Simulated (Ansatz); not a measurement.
Cartesian coordinates (Å):
SMILES: CC(C)(C)S
```xyz
15

C      1.4602    -0.2395     0.4603
C     -0.0152     0.0718     0.2007
C     -0.7786    -1.2084    -0.1352
C     -0.1537     1.0945    -0.9262
S     -0.6491     0.7897     1.7899
H      1.9058    -0.6696    -0.4393
H      2.0157     0.6637     0.7162
H      1.5755    -0.9574     1.2733
H     -1.8379    -1.0040    -0.2983
H     -0.6931    -1.9377     0.6698
H     -0.3772    -1.6531    -1.0506
H      0.2568     0.6854    -1.8540
H     -1.2007     1.3446    -1.1044
H      0.3798     2.0142    -0.6879
H     -1.9121     0.9919     1.3785
```
Charge 0, multiplicity 1.

These are frozen-core CCSD(T)/cc-pVTZ // B3LYP-D3(BJ)/def2-TZVP run with Ansatz (a quantum-chemistry and plane-wave program) values and carry that method's errors.

The HF energy is -554.90086 Ha and the MP2 correlation energy is -0.89548 Ha.

Estimate the CCSD correlation energy, the (T) correction, the total energy and the T1 diagnostic.


| Quantity | Result |
|---|---|
| CCSD correlation energy | -0.95541 Ha |
| (T) correction | -0.03973 Ha |
| CCSD(T) total energy | -555.89600 Ha |
| T1 diagnostic | 0.009 |
